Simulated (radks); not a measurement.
Values are calculated unless marked as measured or tabulated.
Problem. Ga, 31 electrons, occupied as [Ar] 3d9 4s2 4p2 (not the ground configuration). Code: a radial shooting solver on a logarithmic mesh with Libxc functionals. Model: Dirac Kohn-Sham, PBE, spin-unpolarised, spherical densities, finite nucleus; open shells fill j = l - 1/2 first; Fermi nuclear charge, rms radius 3.9973 fm. Some entries of the table are withheld. Estimate them.

orbital  occ.  eigenvalue (hartree)  <r^2> (bohr^2)  <1/r> (bohr^-1)
1s1/2       2             -376.2071        0.003178            31.30
2s1/2       2             -46.78206         0.05592            6.884
2p1/2       2             -41.45557             (1)            6.843
2p3/2       4             -40.43973             (2)            6.668
3s1/2       2              -5.79746          0.4837            2.206
3p1/2       2              -4.07127          0.5208            2.080
3p3/2       4              -3.93544          0.5370            2.039
3d3/2       4                   (3)          0.7460            1.716
3d5/2       5                   (4)          0.7562            1.704
4s1/2       2              -0.41379           5.472           0.6042
4p1/2       2              -0.14462           10.17           0.4498
4p3/2       0              -0.13840           10.57           0.4409

Solution. 
(1) 2p1/2 <r^2> (bohr^2): 0.04357
(2) 2p3/2 <r^2> (bohr^2): 0.04508
(3) 3d3/2 eigenvalue (hartree): -1.03631
(4) 3d5/2 eigenvalue (hartree): -1.01810
